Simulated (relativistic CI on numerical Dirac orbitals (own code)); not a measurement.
# Cu4+ in a cubic cluster: L2,3 absorption with charge transfer

Computed with a charge-transfer multiplet model of a cubic metal-ligand cluster with up to 2 ligand holes, Slater and spin-orbit integrals from Dirac-Coulomb-Breit ions, Slater integrals scaled by 0.9. The ground state mixes d7 with configurations of k ligand holes L, whose averages lie at kΔ + k(k − 1)U_dd/2; a core hole lowers each added d electron by U_cd. 20 K, Lorentzian 0.4 eV and Gaussian 0.3 eV FWHM.

Atomic integrals in eV (Slater integrals scaled, ζ unscaled), ground: F2dd 13.318, F4dd 8.350, zeta_d 0.120; with the core hole: F2dd 13.965, F4dd 8.759, zeta_d 0.150, zeta_core 13.370, F2cd 8.509, G1cd 6.600, G3cd 3.757.

Cluster parameters (eV): U_dd = 7.7, U_cd = 8.8, 10Dq = 1.4, 10Dq(ligand) = 1.2, V(eg) = 1.9, V(t2g) = -0.87, final-state hopping factor = 0.8.

```tsv
Case	n_d	d7	d8L	d9L2	S
Δ = -4.8 eV	8.10	0.08	0.73	0.18	0.51
Δ = -3.8 eV	8.04	0.11	0.75	0.14	0.51
Δ = -2.8 eV	7.97	0.14	0.74	0.11	0.51
Δ = -1.8 eV	7.90	0.19	0.72	0.09	0.52
Δ = -0.8 eV	7.81	0.26	0.67	0.07	0.54
```

Weights, n_d and S are thermal averages at 20 K. Photon energies count from the first peak over 30 % of the highest in each spectrum, which can be another peak from case to case. The parameters are a model scan and need not match a compound or its usual spin state. Peaks in eV (height, largest 100):
- Δ = -4.8 eV: 0.0 (100), 2.5 (11), 5.6 (9), 20.6 (39), 22.0 (10)
- Δ = -3.8 eV: 0.0 (100), 2.6 (15), 3.9 (6), 6.1 (6), 20.6 (38), 22.0 (13)
- Δ = -2.8 eV: 0.0 (100), 2.7 (17), 3.9 (7), 20.6 (39), 22.0 (15)
- Δ = -1.8 eV: 0.0 (100), 2.8 (19), 4.2 (8), 20.6 (39), 21.9 (16)
- Δ = -0.8 eV: 0.0 (100), 2.7 (21), 4.1 (11), 19.7 (10), 20.6 (42), 21.9 (17)

For the case Δ = -1.8 eV, Δ = -1.8 eV is smaller than U_dd = 7.7 eV, the charge-transfer side of the Zaanen-Sawatzky-Allen scheme (negative Δ: between configuration averages a ligand hole costs less than the nominal valence; multiplet and field energies can change this for the lowest states). With the core hole the configuration with one ligand hole lies at Δ + U_dd − U_cd = -5.9, -4.9, -3.9, -2.9, -1.9 eV from the one without, in the order of the table; where this is negative the screened configuration lies lower, though the effective hopping of about 2.2 eV (from the holes of the mixed ground state) mixes the two strongly wherever it is as large as the gap.
